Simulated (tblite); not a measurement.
C₃H₈Ge₂OS.
SMILES with atom numbers: `[CH2:1]=[C:2]([S:3][GeH3:4])[C:5](=[O:6])[GeH3:7]` (hydrogens: H8, H9 on C1; H10, H11, H12 on Ge4; H13, H14, H15 on Ge7)

Computed with GFN2-xTB (tblite), gas phase: L-BFGS steps from a force-field or distance-geometry start until the largest atomic force falls under 0.01 eV/Å.

Geometry at step 6:
```
atom  x, y, z in Å
C1      0.4049   -1.5034   -1.0573
C2     -0.2030   -0.5744   -0.3204
S3      0.5887    0.8644    0.3419
Ge4     2.7552    0.8223   -0.2028
C5     -1.6526   -0.6717    0.0009
O6     -2.3025   -1.6019   -0.4072
Ge7    -2.5016    0.7341    1.1101
H8     -0.1637   -2.3440   -1.4266
H9      1.4608   -1.4287   -1.2835
H10     3.3910   -0.4277    0.2978
H11     3.3656    1.9894    0.4880
H12     3.0056    0.9602   -1.6718
H13    -3.3549    1.5393    0.2248
H14    -1.4880    1.5856    1.7412
H15    -3.3101    0.0644    2.1430
```

Task: What forces act on the atoms?

Result: 
```csv
atom,Fx (eV/Å),Fy (eV/Å),Fz (eV/Å)
C1,0.060,0.105,0.075
C2,0.197,0.095,-0.060
S3,0.179,0.031,-0.089
Ge4,-0.280,-0.067,-0.030
C5,0.380,0.017,-0.008
O6,-0.213,-0.169,-0.064
Ge7,0.195,-0.165,-0.060
H8,0.110,0.066,0.018
H9,-0.085,-0.162,-0.101
H10,0.081,-0.188,0.037
H11,-0.066,0.096,0.090
H12,-0.057,-0.052,-0.109
H13,-0.261,0.169,-0.133
H14,0.017,0.329,0.316
H15,-0.256,-0.104,0.118
```

The largest, 0.46 eV/Å, acts on H14; the rms over all components is 0.152 eV/Å. The forces sum to zero within rounding, as they must for an isolated molecule in no field.

Task: Give the force on H14 in Eh/bohr and in nN.

Result: 0.456 eV/Å ÷ 51.422 = 0.00888 Eh/bohr, and 0.456 eV/Å × 1.602 = 0.73 nN.

Task: How far is this geometry from the end of the optimisation?

Result: 0.184 eV above it, and 0.460 Å rms away after alignment. The bonds farthest from their final lengths, with half the difference of the two atoms' forces along the bond (positive lengthens):

| bond | now (Å) | final (Å) | force along bond (eV/Å) |
| --- | --- | --- | --- |
| Ge7–H14 | 1.467 | 1.494 | +0.16 |
| Ge7–H13 | 1.470 | 1.494 | +0.25 |
| S3–Ge4 | 2.234 | 2.213 | -0.23 |
| Ge7–H15 | 1.473 | 1.494 | +0.17 |
| C5–Ge7 | 1.982 | 1.998 | -0.04 |
| Ge4–H10 | 1.489 | 1.501 | +0.14 |

The angle farthest from its final value is C2–S3–Ge4, 109.1° against 103.5°.

Of the 6 listed bonds off by 0.010 Å or more, this force points towards the final length in 5.

What follows is the cost of the whole relaxation. Hardware: Arm Neoverse V2, one thread, no GPU, shared host with 32 logical CPUs at a one-minute load of 24. Cost: 0.72 s wall.
